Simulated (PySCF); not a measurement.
C3H4BNO2, SMILES N#CCB(O)C=O.

The structure is a stationary point at B3LYP-D3(BJ)/def2-SVP. This is a generated structure with no PubChem entry under its InChIKey; it may be hypothetical. Other conformers were not sampled.

Two levels are set side by side: PBE/def2-TZVP (PySCF) and ωB97X/def2-TZVP (PySCF). Same geometry, gas phase. Differences are taken from unrounded values.

| quantity | PBE |
|---|---|
| orbital gap (eV) | 2.40 |
| highest occupied level (eV) | -6.33 |
| lowest empty level (eV) | -3.93 |
| dipole moment (D) | 2.97 |
| mean polarisability (bohr³) | 57.3 |

### Question
These are the PBE values. What does ωB97X give? (The exact figures need the calculation; the answer reports its results.)

### Answer

| quantity | ωB97X | PBE minus ωB97X |
|---|---|---|
| orbital gap (eV) | 9.81 | -7.41 |
| highest occupied level (eV) | -10.33 | 4.01 |
| lowest empty level (eV) | -0.52 | -3.41 |
| dipole moment (D) | 2.86 | 0.12 |
| mean polarisability (bohr³) | 54.5 | 2.9 |

Without exact exchange PBE keeps part of each electron's self-repulsion, which lifts occupied levels and narrows the gap. PBE's more diffuse valence density responds more strongly to a field. Differences between two approximate levels are no errors against the true value.

Rough cost on one machine, each run with all the roots and properties that it gave: ωB97X against PBE within a factor of 2.
